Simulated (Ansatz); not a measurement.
**Which is lower?**

The two ends of one reaction step of BH₂OF₃, singlet (PBE0-D4/def2-TZVP).

A:

```json
{"atom": "B1", "x (Å)": "-0.0859", "y (Å)": "-0.7364", "z (Å)": "0.1189"}
{"atom": "O2", "x (Å)": "-0.0777", "y (Å)": "1.0366", "z (Å)": "0.1167"}
{"atom": "F3", "x (Å)": "-0.6358", "y (Å)": "-0.9710", "z (Å)": "-1.0938"}
{"atom": "F4", "x (Å)": "-0.8400", "y (Å)": "-1.0255", "z (Å)": "1.1848"}
{"atom": "H5", "x (Å)": "0.8388", "y (Å)": "1.3340", "z (Å)": "0.1673"}
{"atom": "F6", "x (Å)": "1.2399", "y (Å)": "-0.9771", "z (Å)": "0.2309"}
{"atom": "H7", "x (Å)": "-0.4395", "y (Å)": "1.3394", "z (Å)": "-0.7249"}
```

B:

```xyz
7
angstrom
B -0.9956 -0.5291 -0.0771
O 0.0308 0.3307 -0.2932
F -2.1064 -0.4619 -0.7873
F -0.8743 -1.4411 0.8566
H 1.6102 0.4780 0.4821
F 2.4645 0.6526 0.8112
H -0.1293 0.9708 -0.9923
```

Ansatz 0.2.0; basis: def2-TZVPP; cores frozen in the correlated methods. B3LYP uses VWN-RPA correlation.

Q: Which structure is lower at CCSD(T), and by how much? (To be estimated.)

A: The calculation gives: A, by 6.50 kcal/mol (electronic energy, against the other). By their contacts, A is BH₂OF₃ ([OH2][B]([F])([F])[F]) and B is a complex of BHOF₂ ([OH][B]([F])[F]) + HF.

All methods give the same order:

```csv
method,E(B) − E(A) (kcal/mol)
SPW92,9.68
PBE-D4,5.15
BLYP-D4,3.34
r2SCAN-D4,7.74
B97M-V,6.97
PBE0-D4,6.09
B3LYP-D4,4.51
r2SCAN0-D4,7.91
BHLYP-D4,5.87
CAM-B3LYP-D4,6.07
wB97X-V,7.01
wB97M-V,7.29
B2PLYP,5.09
PBE-QIDH,6.82
RPA on PBE,6.46
HF,4.17
MP2,6.02
CCSD,6.25
CCSD(T),6.50
```

No T1 diagnostic of these runs exceeds 0.012.

Labels in which every atom is bracketed show which atoms are joined, not bond orders.

For scale, one of the runs: CCSD(T)/def2-TZVPP, 183 basis functions, launched by `ansatz run in.yaml --threads 4 --pin off --events-out ev --progress --plain --max-ram 9574MiB`. Hardware: 4 CPU threads of an Arm Neoverse N1, shared host. Wall time 82 s; peak host memory 2.1 GiB.
